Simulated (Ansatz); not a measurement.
An input meant for Sn10H16, a cluster cut from cubic tin (charge 0, singlet).

```yaml
crystal:
  periodic: [false, false, false]
  atoms:
    - {symbol: Sn, position_ang: [-3.574835, 3.571867, -3.585569]}
    - {symbol: Sn, position_ang: [3.587672, -3.588482, -3.577561]}
    - {symbol: Sn, position_ang: [-3.588883, -3.584130, 3.583847]}
    - {symbol: Sn, position_ang: [3.576231, 3.586141, 3.578282]}
    - {symbol: Sn, position_ang: [-7.148164, -0.005344, -0.006788]}
    - {symbol: Sn, position_ang: [0.002329, -7.146728, 0.007604]}
    - {symbol: Sn, position_ang: [0.005274, -0.013574, -7.148390]}
    - {symbol: Sn, position_ang: [-0.007366, 7.150799, -0.001904]}
    - {symbol: Sn, position_ang: [7.144394, 0.008591, -0.005409]}
    - {symbol: Sn, position_ang: [-0.006725, 0.003776, 7.141778]}
    - {symbol: H, position_ang: [-5.783185, 5.785815, -5.798936]}
    - {symbol: H, position_ang: [5.811284, -5.796741, -5.787226]}
    - {symbol: H, position_ang: [-5.806926, -5.796528, 5.794258]}
    - {symbol: H, position_ang: [5.783003, 5.799698, 5.793807]}
    - {symbol: H, position_ang: [-9.410835, -2.186803, -2.181452]}
    - {symbol: H, position_ang: [-9.416931, 2.175017, 2.162409]}
    - {symbol: H, position_ang: [-2.182312, -9.398377, -2.173944]}
    - {symbol: H, position_ang: [2.171614, -9.425546, 2.175976]}
    - {symbol: H, position_ang: [-2.176644, -2.189311, -9.408362]}
    - {symbol: H, position_ang: [2.181024, 2.157867, -9.419534]}
    - {symbol: H, position_ang: [2.173042, 9.409778, -2.183612]}
    - {symbol: H, position_ang: [-2.191141, 9.420565, 2.162057]}
    - {symbol: H, position_ang: [9.387700, 2.194637, -2.199621]}
    - {symbol: H, position_ang: [9.437095, -2.144923, 2.165883]}
    - {symbol: H, position_ang: [-2.189174, 2.173438, 9.409193]}
    - {symbol: H, position_ang: [2.170319, -2.178663, 9.402012]}
basis:
  gaussian: {orbitals: def2-mTZVP, fitting: {mean_field: def2-universal-jkfit}}
hamiltonian: {xc: {name: revPBE}, dispersion: d3bjatm}
scf: {omitted_lower_state_checks: [starts]}
output: {forces: true}
```

```sh
$ ansatz run in.yaml --threads 2 --pin off --events-out ev --progress --plain --max-ram 32768MiB --backend cuda --devices 0, --max-vram 18GiB
```

It prints (some lines left out):

```
Functional definition: revPBE
2468 factors; integrals over basis functions are off by at most 1.3e0 eV
mean field evaluation 1: about -58428.4031 eV, gradient 8.6e1 eV
mean field evaluation 2: about -57985.2535 eV, gradient 2.0e2 eV
mean field evaluation 4: about -58016.3228 eV, gradient 1.6e2 eV
mean field evaluation 8: about -58526.8330 eV, gradient 2.8e0 eV
mean field evaluation 16: about -58526.9563 eV, gradient 9.5e-4 eV
mean field -58526.95630991 eV, -2150.8259733932 hartree, gradient 2.8e-6 eV, S^2 0.000000; 0 other end points of the search recorded, 0 dependent functions left out
reference -58526.95660876 eV, -2150.8259843758 hartree; 118, 118 occupied and 290, 290 virtual orbitals, 2468 factors
Total energy: -58527.53438971 eV, -2150.8472174340 hartree
Atom 0 at    -3.574835     3.571867    -3.585569 Å, force    -0.455394     0.475640    -0.456298 eV/Å
Atom 1 at     3.587672    -3.588482    -3.577561 Å, force     0.456573    -0.471659    -0.453339 eV/Å
Atom 2 at    -3.588883    -3.584130     3.583847 Å, force    -0.455373    -0.473213     0.453804 eV/Å
Atom 3 at     3.576231     3.586141     3.578282 Å, force     0.454563     0.475193     0.456641 eV/Å
Atom 4 at    -7.148164    -0.005344    -0.006788 Å, force    -0.941036    -0.000211    -0.001077 eV/Å
Atom 5 at     0.002329    -7.146728     0.007604 Å, force    -0.003519    -0.931099    -0.003044 eV/Å
Atom 6 at     0.005274    -0.013574    -7.148390 Å, force    -0.001676    -0.001283    -0.941279 eV/Å
Atom 7 at    -0.007366     7.150799    -0.001904 Å, force    -0.001484     0.928621    -0.002882 eV/Å
Atom 8 at     7.144394     0.008591    -0.005409 Å, force     0.940505     0.005281    -0.003956 eV/Å
Atom 9 at    -0.006725     0.003776     7.141778 Å, force    -0.000894    -0.002534     0.939193 eV/Å
Atom 10 at    -5.783185     5.785815    -5.798936 Å, force     0.501967    -0.505134     0.503136 eV/Å
Atom 11 at     5.811284    -5.796741    -5.787226 Å, force    -0.503356     0.501750     0.500238 eV/Å
Atom 12 at    -5.806926    -5.796528     5.794258 Å, force     0.502311     0.502922    -0.500613 eV/Å
Atom 13 at     5.783003     5.799698     5.793807 Å, force    -0.501601    -0.504926    -0.503465 eV/Å
Atom 14 at    -9.410835    -2.186803    -2.181452 Å, force     0.501928     0.477696     0.478562 eV/Å
Atom 15 at    -9.416931     2.175017     2.162409 Å, force     0.503394    -0.477529    -0.477397 eV/Å
Atom 16 at    -2.182312    -9.398377    -2.173944 Å, force     0.478969     0.499464     0.478241 eV/Å
Atom 17 at     2.171614    -9.425546     2.175976 Å, force    -0.475435     0.505185    -0.475284 eV/Å
Atom 18 at    -2.176644    -2.189311    -9.408362 Å, force     0.480564     0.476886     0.501833 eV/Å
Atom 19 at     2.181024     2.157867    -9.419534 Å, force    -0.478811    -0.475497     0.503783 eV/Å
Atom 20 at     2.173042     9.409778    -2.183612 Å, force    -0.476732    -0.499569     0.477027 eV/Å
Atom 21 at    -2.191141     9.420565     2.162057 Å, force     0.478477    -0.502937    -0.474099 eV/Å
Atom 22 at     9.387700     2.194637    -2.199621 Å, force    -0.496485    -0.477210     0.481448 eV/Å
Atom 23 at     9.437095    -2.144923     2.165883 Å, force    -0.508488     0.471418    -0.477568 eV/Å
Atom 24 at    -2.189174     2.173438     9.409193 Å, force     0.479912    -0.474862    -0.502498 eV/Å
Atom 25 at     2.170319    -2.178663     9.402012 Å, force    -0.478880     0.477607    -0.501107 eV/Å
Dipole moment:     0.003044    -0.001784     0.008343 e Å
Checks for a lower state left out: starts
```

In this input the geometry is stretched to more than twice its size. Self-consistency was reached. The result belongs to that input, not to the species as meant.

In the def2 sets Sn takes a core potential; there is no spin–orbit coupling.
